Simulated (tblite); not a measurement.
Species: C6H7FN (doublet state).
SMILES with atom numbers: `[CH3:1][CH:2][c:3]1[cH:4][c:5]([F:6])[cH:7][nH:8]1` (hydrogens: H9, H10, H11 on C1; H12 on C2; H13 on C4; H14 on C7; H15 on N8)
Bond orders are those of one Lewis drawing.

Computed with GFN2-xTB (tblite), gas phase: L-BFGS steps from a force-field or distance-geometry start until the largest atomic force falls under 0.01 eV/Å.

The end geometry, which sets the zero of energy:
```
atom  x, y, z in Å
C1      2.4194    0.2906    0.1493
C2      1.2448   -0.5991    0.3318
C3     -0.0561   -0.2401    0.0746
C4     -0.6158    0.9732   -0.3968
C5     -1.9868    0.7730   -0.4703
F6     -2.8911    1.6815   -0.8730
C7     -2.2933   -0.5102   -0.0638
N8     -1.1157   -1.1098    0.2626
H9      3.1260   -0.1476   -0.5587
H10     2.9523    0.4198    1.0937
H11     2.1205    1.2669   -0.2174
H12     1.4394   -1.5983    0.6946
H13    -0.0897    1.8696   -0.6490
H14    -3.2385   -1.0071    0.0078
H15    -1.0199   -2.0545    0.5927
```

Task: These geometries come from the run, each turned onto the end geometry. Order them by energy, lowest first.
A.
```
atom  x, y, z in Å
C1      2.4341    0.2748    0.1581
C2      1.2396   -0.5845    0.3296
C3     -0.0554   -0.2135    0.0674
C4     -0.6311    0.9912   -0.4031
C5     -2.0000    0.7717   -0.4688
F6     -2.9218    1.6623   -0.8707
C7     -2.2901   -0.5163   -0.0640
N8     -1.1026   -1.0966    0.2580
H9      3.1263   -0.1818   -0.5508
H10     2.9584    0.3944    1.1076
H11     2.1612    1.2562   -0.2095
H12     1.4077   -1.5913    0.6828
H13    -0.1257    1.8959   -0.6639
H14    -3.2320   -1.0196    0.0129
H15    -0.9730   -2.0352    0.5923
```
B.
```
atom  x, y, z in Å
C1      2.4602    0.2678    0.1598
C2      1.2352   -0.5555    0.3133
C3     -0.0646   -0.1919    0.0572
C4     -0.6608    1.0046   -0.4100
C5     -2.0274    0.7680   -0.4755
F6     -2.9654    1.6448   -0.8708
C7     -2.2977   -0.5205   -0.0599
N8     -1.1031   -1.0866    0.2565
H9      3.1589   -0.2162   -0.5247
H10     2.9821    0.3451    1.1149
H11     2.2500    1.2663   -0.2052
H12     1.3987   -1.5607    0.6750
H13    -0.1657    1.9161   -0.6668
H14    -3.2247   -1.0480    0.0210
H15    -0.9803   -2.0255    0.5932
```
C.
```
atom  x, y, z in Å
C1      2.4927    0.2596    0.1643
C2      1.2381   -0.5556    0.3083
C3     -0.0817   -0.1738    0.0504
C4     -0.6708    1.0052   -0.4205
C5     -2.0551    0.7636   -0.4681
F6     -2.9784    1.6486   -0.8753
C7     -2.3128   -0.5113   -0.0689
N8     -1.0983   -1.0766    0.2579
H9      3.1706   -0.2236   -0.5403
H10     2.9887    0.3495    1.1341
H11     2.2630    1.2675   -0.2030
H12     1.4176   -1.5736    0.6834
H13    -0.1611    1.9137   -0.6612
H14    -3.2334   -1.0669    0.0252
H15    -0.9836   -2.0185    0.5917
```
D.
```
atom  x, y, z in Å
C1      2.4231    0.2822    0.1539
C2      1.2400   -0.5961    0.3332
C3     -0.0572   -0.2256    0.0700
C4     -0.6247    0.9852   -0.4007
C5     -1.9949    0.7733   -0.4728
F6     -2.9083    1.6744   -0.8718
C7     -2.2912   -0.5108   -0.0620
N8     -1.1093   -1.1017    0.2599
H9      3.1290   -0.1645   -0.5507
H10     2.9604    0.4068    1.0975
H11     2.1293    1.2606   -0.2138
H12     1.4242   -1.6008    0.6898
H13    -0.1036    1.8841   -0.6571
H14    -3.2305   -1.0164    0.0113
H15    -0.9906   -2.0428    0.5914
```
E.
```
atom  x, y, z in Å
C1      2.4807    0.2634    0.1627
C2      1.2382   -0.5564    0.3093
C3     -0.0638   -0.1831    0.0549
C4     -0.6776    1.0088   -0.4210
C5     -2.0457    0.7741   -0.4722
F6     -2.9788    1.6491   -0.8752
C7     -2.3095   -0.5271   -0.0623
N8     -1.1113   -1.0757    0.2557
H9      3.1711   -0.2235   -0.5389
H10     2.9892    0.3487    1.1324
H11     2.2642    1.2632   -0.2016
H12     1.4138   -1.5667    0.6804
H13    -0.1619    1.9141   -0.6619
H14    -3.2304   -1.0635    0.0245
H15    -0.9827   -2.0177    0.5914
```

Result: D (0.002 eV), A (0.006 eV), B (0.017 eV), E (0.036 eV), C (0.080 eV).

In the order of the answer:

```
step  E above end (eV)  largest force (eV/Å)  rms force component (eV/Å)  rms distance from end (Å)  rms bond change (Å)  bond most changed (Å)
  18             0.002                  0.07                       0.024                      0.016                0.001           C3–N8 -0.001
  14             0.006                  0.10                       0.033                      0.031                0.001           C1–C2 -0.003
   6             0.017                  0.10                       0.034                      0.067                0.001           C7–N8 -0.002
   1             0.036                  0.49                       0.155                      0.074                0.006           C1–C2 +0.011
   0             0.080                  1.45                       0.400                      0.076                0.014           C2–C3 +0.024
```

What follows is the cost of the whole relaxation. Hardware: one thread, Arm Neoverse V2 (aarch64), no GPU, on a shared host. Cost: 0.14 s of wall time.
